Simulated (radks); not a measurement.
Values are calculated unless marked as measured or tabulated.
The rhodium ion Rh2+ inside a hard spherical wall (all orbitals vanish at R), configuration held at [Kr] 4d7 and not refilled when levels cross. Code: a radial shooting solver on a logarithmic mesh with Libxc functionals. Model: scalar-relativistic Kohn-Sham, PBE, spin-unpolarised, spherical densities, point nucleus. Eigenvalues in eV, with the zero of energy where the potential of the charges vanishes at infinity; a dash marks a level that is unbound or too diffuse for the functional's potential to be trusted. A positive occupied level is held by the wall or, in an anion where self-interaction has pushed it up, behind a barrier. The pressure on the wall is -dE/dV.

| R (bohr) | E (hartree) | kinetic (hartree) | e(3d) | e(4s) | e(4p) | e(4d) | e(5s, empty) | e(5p, empty) | pressure (GPa) |
|---|---|---|---|---|---|---|---|---|---|
| free | -4783.12466 | 4953.784 | -321.78 | -103.46 | -71.244 | -25.742 | -19.673 | -13.783 | 0 |
| 20 | -4783.12466 | 4953.784 | -321.78 | -103.46 | -71.244 | -25.742 | -19.673 | -13.783 | < 0.0001 |
| 15 | -4783.12466 | 4953.784 | -321.78 | -103.46 | -71.244 | -25.742 | -19.673 | -13.783 | < 0.0001 |
| 10 | -4783.12466 | 4953.784 | -321.78 | -103.46 | -71.244 | -25.742 | -19.673 | -13.781 | < 0.0001 |
| 8 | -4783.12466 | 4953.784 | -321.78 | -103.46 | -71.244 | -25.742 | -19.670 | -13.753 | 0.000411 |
| 6 | -4783.12412 | 4953.791 | -321.75 | -103.43 | -71.215 | -25.715 | -19.539 | -13.302 | 0.0818 |
| 3.5 | -4782.97844 | 4954.751 | -318.57 | -100.78 | -68.693 | -23.106 | -11.746 | -1.233 | 61.8 |
| 3 | -4782.67424 | 4956.407 | -314.50 | -97.635 | -65.676 | -19.646 | -1.909 | 11.554 | 270 |
| 2 | -4777.44858 | 4980.274 | -280.31 | -73.237 | -40.171 | 11.989 | 87.854 | 113.71 | 9430 |
| 1.5 | -4757.17969 | 5054.793 | -214.23 | -15.666 | 23.452 | 87.118 | 294.73 | 329.80 | 87900 |
